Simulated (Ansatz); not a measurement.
Computed with Ansatz on PBE0-D4/def2-TZVP structures; ΔE is electronic, products minus reactants. CCSD(T)/CBS is the MP2 limit (def2-TZVPP, def2-QZVPP) plus CCSD(T) − MP2 in def2-TZVPP, frozen cores. This one scheme is used for every species. Functionals use def2-TZVPP. Elements past krypton have def2 core potentials. For Br, In outer-core shells are correlated without core-valence functions, which leaves a few kJ/mol of doubt a bond. Scalar relativity is left out up to krypton. Each species was taken in one conformer, which may not be the lowest.

`[NH2][In]([NH2])[SH]` + HBr → `[NH2][In]([NH2])[Br]` + H₂S  (ligand exchange at the In–S bond)

`[NH2][In]([NH2])[SH]`:

Cartesian coordinates in Å:
```
N 0.734 0.800 -1.431
In -0.175 0.010 0.193
N 0.315 -1.832 0.858
S -1.851 1.238 1.361
H 1.658 0.448 -1.636
H 0.755 1.808 -1.484
H -0.385 -2.311 1.406
H 0.685 -2.474 0.171
H -1.736 2.313 0.563
```

HBr:

Cartesian coordinates in Å:
```
Br -0.429 0.505 0.256
H 0.429 -0.505 -0.256
```

`[NH2][In]([NH2])[Br]`:

Cartesian coordinates in Å:
```
N -1.079 -1.518 -0.148
In 0.378 -0.164 0.138
N 0.181 1.824 0.363
Br 2.599 -1.090 0.714
H -0.756 -2.434 -0.428
H -1.850 -1.245 -0.740
H 1.046 2.343 0.302
H -0.520 2.283 -0.201
```

H₂S:

Cartesian coordinates in Å:
```
S 0.054 0.192 0.587
H 0.888 -0.408 -0.276
H -0.942 0.216 -0.311
```

```tsv
level	ΔE (kJ/mol)	difference from CCSD(T)/CBS
LDA (SPW92)	-44.2	7.9
B97M-V	-51.5	0.6
r2SCAN0-D4	-53.7	-1.6
BHLYP-D4	-57.2	-5.1
CAM-B3LYP-D4	-52.7	-0.6
BLYP	-51.4	0.7
r2SCAN	-52.5	-0.4
CCSD/def2-SVP	-55.8	-3.7
MP2/def2-QZVPP	-51.0	1.1
HF/CBS(def2)	-65.7	-13.6
CCSD(T)/CBS	-52.1	0
```

What do rigid-rotor, harmonic-oscillator terms from PBE0-D4/def2-TZVP frequencies (298.15 K, 1 bar) make of the CCSD(T)/CBS value? (Best estimate.)

Ansatz gave: ΔZPE = +2.6 kJ/mol, ΔH = -49.9 kJ/mol, ΔS = 5 J/(mol·K), ΔG = -51.5 kJ/mol.

Largest T1 diagnostic among the species: 0.014.

From PBE to PBE0 (25 % exact exchange), in def2-TZVPP and without D4, ΔE moves by −3.1 kJ/mol. In def2-TZVPP, CCSD(T) changes the Hartree–Fock value by +16.2 kJ/mol (the triples alone add +2.0 kJ/mol) and MP2 by +16.1 kJ/mol. Leaving LDA and LC-ωPBE aside and taking each functional with its dispersion term where it has one, the values, not all of them listed here, spread over 9.8 kJ/mol, from BHLYP-D4 to revPBE-D4. LDA lies +4.1 kJ/mol from PBE without D4.
